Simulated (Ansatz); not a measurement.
Consider the ligand exchange at the In–Cl bond: `[CH3][In]([Cl])[Cl]` + H₂Se → `[CH3][In]([Cl])[SeH]` + HCl.

Calculated with Ansatz (gas phase, PBE0-D4/def2-TZVP geometries, no zero-point term in ΔE). CCSD(T)/CBS is the MP2 limit (def2-TZVPP, def2-QZVPP) plus CCSD(T) − MP2 in def2-TZVPP, frozen cores. This one scheme is used for every species. Functionals use def2-TZVPP. def2 core potentials past Kr. For In, Se outer-core shells are correlated without core-valence functions, which leaves a few kJ/mol of doubt a bond. Scalar relativity is left out up to krypton. One conformer a species, not always the lowest.

`[CH3][In]([Cl])[Cl]`:

Cartesian coordinates in Å:
```
C 0.147 -1.117 -0.123
In -0.121 0.979 0.110
Cl -1.441 1.957 1.751
Cl 0.862 2.586 -1.249
H 1.053 -1.303 -0.696
H 0.214 -1.580 0.861
H -0.715 -1.522 -0.654
```

H₂Se:

Z-matrix (Å, degrees):
```
Se
H 1 1.467
H 1 1.467 2 91.2
```

`[CH3][In]([Cl])[SeH]`:

Z-matrix (Å, degrees):
```
C
In 1 2.132
H 1 1.089 2 110.7
H 1 1.090 2 108.7 3 120.6
H 1 1.090 2 108.7 3 -121.0
Cl 2 2.345 1 118.0 3 172.5
Se 2 2.494 1 130.6 3 -7.7
H 7 1.469 2 90.5 1 -179.8
```

HCl:

Z-matrix (Å, degrees):
```
Cl
H 1 1.279
```

```tsv
level	ΔE (kJ/mol)
ωB97X-V	9.7
PBE-QIDH	3.4
RPA@PBE/def2-TZVPP	4.6
MP2/CBS(def2)	-1.4
```

Q: What does CCSD(T)/CBS give? (Best estimate.)

A: Ansatz gave: +2.1 kJ/mol. The listed levels differ from it by 7.6, 1.3, 2.5, -3.5 kJ/mol.

Largest T1 diagnostic among the species: 0.012.

Leaving LDA and LC-ωPBE aside and taking each functional with its dispersion term where it has one, the values, not all of them listed here, spread over 12.5 kJ/mol, from PBE-D4 to B97M-V. LDA lies −4.8 kJ/mol from PBE without D4. In def2-TZVPP, CCSD(T) changes the Hartree–Fock value by −14.5 kJ/mol (the triples alone add −1.6 kJ/mol) and MP2 by −18.0 kJ/mol. At CCSD(T), def2-SVP lies +8.2 kJ/mol from the extrapolated value and def2-TZVPP +1.4 kJ/mol.
